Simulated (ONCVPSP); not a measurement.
**What one change does to a pseudopotential (Ge, ONCV)**

```json
{"Element": "Ge", "Generator": "ONCVPSP 4.0.1", "Type": "optimised norm-conserving Vanderbilt (ONCV)", "Functional": "PBEsol", "Relativity": "scalar-relativistic", "Frozen core": "[Ne]", "Valence charge": "22", "Reference configuration": "3s2 3p6 3d10 4s2 4p1 (charge +1)", "Partial waves": "3s+4s: rc 0.95 bohr, ncon 4, nbas 7, qcut 16.8 1/bohr, 3 projectors, debl 2.1 Ha; 3p+4p: rc 1.30 bohr, ncon 4, nbas 9, qcut 11.4 1/bohr, 2 projectors; 3d: rc 0.95 bohr, ncon 4, nbas 9, qcut 17.8 1/bohr, 2 projectors, debl 0.4 Ha", "Local potential": "polynomial inside 0.65 bohr (lpopt 3, dvloc0 6 Ha)", "Core correction": "none"}
```

In the d channel the program set the typed energies aside and used -1.409, 0.250 Ha.

All-electron outer shells of the reference configuration (PBEsol, scalar-relativistic, ld1.x):

```tsv
shell	level (eV)	outermost node (bohr)	outermost maximum (bohr)
2s	-1379.69	0.06	0.18
2p	-1207.14	–	0.14
3s	-177.16	0.26	0.54
3p	-124.47	0.23	0.54
3d	-38.34	–	0.50
4s	-19.89	0.77	1.71
4p	-11.26	0.82	2.08
```

Change: s: rc 1.32.

Cutoffs: the cutoffs (Ha) at which the residual kinetic energy of the hardest occupied pseudo-wave falls to 1 and 0.1 mHa per electron; they do not see the model core or the augmentation charge, which bear on the density cutoff. Errors are all-electron minus pseudo energies relative to the spin-unpolarised reference configuration.

Q: What does the change do?

A: The potential gets neither clearly harder nor softer (120 Ha and 134 Ha → 120 Ha and 134 Ha); the d channel sets the loose cutoff, while the largest relative change is in s, which becomes softer; of the 4 tests that both files solve, the error grows in 1 and shrinks in 0 by more than 15 % and 0.3 meV (median size 2.8 → 3.3 meV); neither file shows a bound ghost.

```tsv
quantity	base	changed
cutoff, loose	120 Ha	120 Ha
cutoff, tight	134 Ha	134 Ha
loose cutoff by channel	s 88 Ha, p 47 Ha, d 120 Ha	s 51 Ha, p 47 Ha, d 120 Ha
bound ghosts	none	none
GHOST(+) flags under 300 eV	none	none
error for 3s2 3p6 3d10 4s2 4p2, meV [ΔE -7.45 eV]	+0.8	+0.8
error for 3s2 3p6 3d10 4s2 4p0, meV [ΔE 15.45 eV]	-1.7	-1.7
error for 3s2 3p6 3d10 4s1 4p0, meV [ΔE 50.24 eV]	-3.9	-4.9
error for 3s2 3p6 3d9 4s2 4p2, meV [ΔE 31.24 eV]	+27	+30
p: phases at 1.32 bohr within 0.05 rad from the reference energy up to (Ha; the scan ends near 5)	to the end of the scan	to the end of the scan
d: phases at 0.96 bohr within 0.05 rad from the reference energy up to (Ha; the scan ends near 5)	to the end of the scan	to the end of the scan
```
